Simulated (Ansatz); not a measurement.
C₅H₅F₃O₃, SMILES `COC(=O)CC(=O)C(F)(F)F`. Charge 0, multiplicity 1. The structure was optimised at the PBE0-D4/def2-TZVP level. It is one conformer, not always the lowest.

```xyz
16

C     0.701   -0.017    2.869
O     1.054    0.234    1.508
C     0.301   -0.389    0.605
O    -0.622   -1.109    0.863
C     0.790   -0.088   -0.795
C    -0.244   -0.483   -1.815
O    -0.226   -1.497   -2.442
C    -1.355    0.564   -2.077
F    -1.755    1.146   -0.944
F    -2.401    0.037   -2.679
F    -0.845    1.525   -2.865
H    -0.322    0.309    3.062
H     1.405    0.557    3.466
H     0.784   -1.081    3.094
H     1.691   -0.678   -0.977
H     1.047    0.970   -0.871
```

What is the dipole moment at PBE/def2-TZVPP? (An estimate is asked.)

Computed: 4.07 D, with components (2.64, 1.77, 2.54) D in this frame, pointing from negative to positive charge.

And with r2SCAN, B3LYP, ωB97M-V? (Estimate.)

The calculation gave: r2SCAN 4.20 D, B3LYP 4.22 D, ωB97M-V 4.19 D.

Give the Mulliken charges with PBE, B3LYP, r2SCAN in def2-TZVPP. (Estimate.)

The calculation gave: 
| atom | PBE | B3LYP | r2SCAN |
| --- | --- | --- | --- |
| C1 | -0.16 | -0.15 | -0.02 |
| O2 | -0.19 | -0.26 | -0.26 |
| C3 | 0.19 | 0.28 | 0.29 |
| O4 | -0.26 | -0.30 | -0.33 |
| C5 | -0.11 | -0.14 | -0.05 |
| C6 | 0.08 | 0.14 | 0.17 |
| O7 | -0.17 | -0.21 | -0.24 |
| C8 | 0.38 | 0.50 | 0.48 |
| F9 | -0.12 | -0.17 | -0.17 |
| F10 | -0.10 | -0.15 | -0.14 |
| F11 | -0.13 | -0.17 | -0.17 |
| H12 | 0.12 | 0.13 | 0.08 |
| H13 | 0.12 | 0.13 | 0.08 |
| H14 | 0.12 | 0.12 | 0.08 |
| H15 | 0.11 | 0.12 | 0.09 |
| H16 | 0.11 | 0.12 | 0.09 |

B3LYP here is the variant with VWN-RPA as its local correlation; programs differ in this.
